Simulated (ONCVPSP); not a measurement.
**u(r) = r·R(r): atom against pseudo-atom (Mn (Z = 25))**

Columns: radius, all-electron u(r) and pseudo u(r) of the 3p shell (level -54.92 eV) of manganese in the configuration [Ne] 3s2 3p6 3d5 4s1.75 4p0.25; LDA (Perdew-Wang 92), scalar-relativistic, ONCV scheme, ONCVPSP 4.0.1.

| r (bohr) | all-electron | pseudo |
| --- | --- | --- |
| 0.088 | -0.4570 | 0.0411 |
| 0.175 | -0.5670 | 0.1555 |
| 0.262 | -0.2553 | 0.3249 |
| 0.350 | 0.1898 | 0.5252 |
| 0.438 | 0.5882 | 0.7252 |
| 0.525 | 0.8726 | 0.8965 |
| 0.612 | 1.0439 | 1.0234 |
| 0.700 | 1.1207 | 1.0973 |
| 0.788 | 1.1264 | 1.1167 |
| 0.875 | 1.0853 | 1.0899 |
| 0.962 | 1.0157 | 1.0288 |
| 1.050 | 0.9299 | 0.9449 |
| 1.138 | 0.8380 | 0.8506 |
| 1.225 | 0.7472 | 0.7558 |
| 1.312 | 0.6601 | 0.6650 |
| 1.400 | 0.5781 | 0.5804 |
| 1.487 | 0.5042 | 0.5049 |
| 1.575 | 0.4369 | 0.4370 |
| 1.662 | 0.3777 | 0.3777 |
| 1.750 | 0.3249 | 0.3249 |
| 1.838 | 0.2788 | 0.2787 |
| 1.925 | 0.2390 | 0.2390 |
| 2.012 | 0.2046 | 0.2045 |
| 2.100 | 0.1745 | 0.1745 |
| 2.188 | 0.1486 | 0.1486 |
| 2.275 | 0.1266 | 0.1266 |

(1) How many radial nodes do the two functions have?

(2) At about which radius was the pseudo-wave matched?

(3) Is the pseudo-wave norm-conserving?

Answers

(1) The all-electron 3p function has n − l − 1 = 1; the pseudo-wave has 0, since the states of the same l below it are removed with the core.

(2) 1.75 bohr. The columns agree to 0.0005 from 1.57 bohr on; several derivatives are matched, so the curves merge somewhat inside the radius.

(3) Yes: the ONCV scheme keeps the norm inside the radius equal to the all-electron one, which fixes the energy derivative of the logarithmic derivative at the level.
